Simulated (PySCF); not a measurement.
These 5 structures share the formula C6H11NO. Method: PBE0-D3(BJ)/def2-SVP geometry optimisation, gas phase (PySCF). Energies are electronic, without zero-point or thermal terms, for one conformer each. No frequencies were run at this level. Point groups hold within 0.08 Å.

Question: Rank from lowest to highest electronic energy at this level (kcal/mol).
A. `[CH3:1][CH2:2][O:3][C@H:4]([C:5]#[N:6])[CH2:7][CH3:8]` with C1–C2–O3–C4 -179°, C2–O3–C4–C5 -66°, O3–C4–C7–C8 -178°
B. `[CH2:1]=[CH:2][C@@H:3]([CH2:4][CH3:5])[C:6]([NH2:7])=[O:8]` with C1–C2–C3–C4 121°, C2–C3–C4–C5 -164°, C2–C3–C6–N7 53°, C3–C6–N7–H -176° and -12°
C. `[CH3:1][N:2]([CH3:3])[C:4](=[O:5])[CH:6]1[CH2:7][CH2:8]1` with N2–C4–C6–C7 -155°
D. `[CH3:1][C:2](=[O:3])/[CH:4]=[CH:5]/[N:6]([CH3:7])[CH3:8]` with C1–C2–C4–C5 179°
E. `[O:1]=[CH:2][N:3]1[CH2:4][CH2:5][CH2:6][CH2:7][CH2:8]1` with O1–C2–N3–C4 -176°, C2–N3–C4–C5 119°, N3–C4–C5–C6 53°, C4–C5–C6–C7 -54°, C5–C6–C7–C8 54°

Answer: E (0.0), B (16.0), C (25.3), D (28.2), A (38.5).

As drawn, the lowest has a C=O bond and a C(=O)–N unit, which the highest lacks; the highest has a C≡N group, which the lowest lacks.

| SMILES | E (Eh) | E rel (kcal/mol) | dipole (D) | point group | A, B, C (MHz) |
| --- | --- | --- | --- | --- | --- |
| O=CN1CCCCC1 | -364.58637 | 0.0 | 3.96 | C1 | 3862, 1578, 1256 |
| C=C[C@@H](CC)C(N)=O | -364.56084 | 16.0 | 3.32 | C1 | 2326, 1795, 1125 |
| CN(C)C(=O)C1CC1 | -364.54600 | 25.3 | 3.52 | C1 | 4007, 1412, 1152 |
| CC(=O)/C=C/N(C)C | -364.54140 | 28.2 | 4.97 | C1 | 4805, 964.9, 817.0 |
| CCO[C@H](C#N)CC | -364.52494 | 38.5 | 3.16 | C1 | 3246, 1200, 929.0 |
